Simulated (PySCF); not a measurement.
Selenium: a sound run and one with changed settings

Sound run: Se [Ar] 3d10 4s2 4p4, Se⁺ [Ar] 3d10 4s2 4p3. All numbers are calculated (PySCF 2.14, scalar relativity by spin-free X2C-1e, in aug-cc-pVDZ-DK (6s5p3d, 36 functions)). The sound run starts from symmetry-adapted Hartree-Fock orbitals and uses a fine grid where one is needed.

Changed run: 6 angular points. This setting is unsound on purpose.

```csv
species,method,sound run (hartree),changed run (hartree),converged
Se,UHF,-2427.96129,-2427.96129,yes
Se,BP86,-2430.03293,-2430.80112,yes
Se,LDA,-2426.11446,-2426.87228,yes
Se⁺,UHF,-2427.64781,-2427.64781,yes
Se⁺,BP86,-2429.67170,-2430.40131,yes
Se⁺,LDA,-2425.75148,-2426.47172,yes
```

Ionisation energy of Se:

| method | sound run (eV) | changed run (eV) |
| --- | --- | --- |
| UHF | 8.530 | 8.530 |
| BP86 | 9.829 | 10.879 |
| LDA | 9.877 | 10.900 |

A coarse angular grid integrates products of high-l functions wrongly, so density functionals can shift, and the SCF can exploit the error; Hartree-Fock and MP2 need no grid.

For comparison, NIST gives 9.752 eV between the lowest levels.
